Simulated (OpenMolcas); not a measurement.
Rh3+: moving the ligands

Rh3+ with 4 ligands (chloride) in tetrahedral coordination (Td) at 2.29 Å. A charge of +0.25 e stands 3.2 Å behind each ligand. Ligand basis ANO-RCC-VDZP.
```
Rh    0.0000    0.0000    0.0000
Cl    1.3221    1.3221    1.3221
Cl    1.3221   -1.3221   -1.3221
Cl   -1.3221    1.3221   -1.3221
Cl   -1.3221   -1.3221    1.3221
```

```
Program             : OpenMolcas
Method              : CASSCF
Basis               : ANO-RCC-VTZP [7s6p4d2f1g]
Scalar Hamiltonian  : DKH2, point nucleus
Active space        : 6 electrons in 5 orbitals (4d)
State averaging     : 2S+1 = 5 even, 5 roots; 2S+1 = 3 even, 45 roots; 2S+1 = 1 even, 50 roots
Spin-orbit coupling : state interaction with AMFI integrals over the reference wave functions
```

Runs around this geometry, states (labels of Td). Energies in cm-1 above the lowest state or level, χT in cm3 K/mol.

| R (Å) | Ground state | First state of that spin | First gap with spin-orbit (degeneracies) | χT at 300 K | First state of another spin |
| --- | --- | --- | --- | --- | --- |
| 2.19 | 5E | 5T2 9393 | 100.7 (1, 3) | 3.131 | 3T1 5084 |
| 2.29 | 5E | 5T2 7855 | 94.6 (1, 3) | 3.289 | 3T1 7398 |
| 2.36 | 5E | 5T2 6950 | 94.2 (1, 3) | 3.381 | 3T1 8720 |

Taking the first state of the same spin as R^-n, n = -ln(6950 / 9393) / ln(2.36 / 2.19) = 4.0 between the shortest and longest distance.

An orbital doublet at a regular site is open to a Jahn-Teller distortion, which this geometry leaves out. Without dynamic correlation the repulsion within the d shell is too large (B by tens of per cent), so at a given field states of lower spin stand too high. With metal d orbitals alone the field can be off either way by tens of per cent. Ligand-to-metal charge-transfer states are missing. With no ligand orbital active B as a rule stays too high, so bands that hang on it stand too high and its fall with covalency is understated. This shell can be high or low spin here, a state of another spin lies low, and with metal d orbitals alone active their balance is uncertain, so the ground spin may be wrong (holds for R = 2.19). The least metal-like active orbital is 72 % on the metal (Löwdin) and no ligand orbital is active, so the numbers are rough (holds for R = 2.19). The least metal-like active orbital is 76 % on the metal (Löwdin) and no ligand orbital is active, so the numbers are rough (holds for R = 2.29). The least metal-like active orbital is 78 % on the metal (Löwdin) and no ligand orbital is active, so the numbers are rough (holds for R = 2.36). No measured value stands beside these numbers; the geometry was imposed, not optimised, and the real ion may take another.
